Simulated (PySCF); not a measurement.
Computed shifts of a molecule C10H10, PBE/pcSseg-1 (PySCF), GIAO, gas phase, equivalent atoms averaged, in ppm (number of nuclei): ¹³C: 151.0 (5), 108.6 (5). ¹H: 6.05 (10). References: ¹³C against TMS (σ = 182.0 ppm); ¹H against TMS (σ = 31.49 ppm), references at their B3LYP-D3(BJ)/def2-TZVP geometries, non-relativistic. Coordinates come from a PBE0-D3(BJ)/def2-SVP optimisation. Other conformers were not sampled.

Task: Pick the molecule that these values belong to.
A) C=Cc1cccc(C=C)c1
B) C=Cc1ccccc1C=C
C) CCC#Cc1ccccc1
D) C=C1C(=C)C(=C)C(=C)C1=C

Result: D, C=C1C(=C)C(=C)C(=C)C1=C
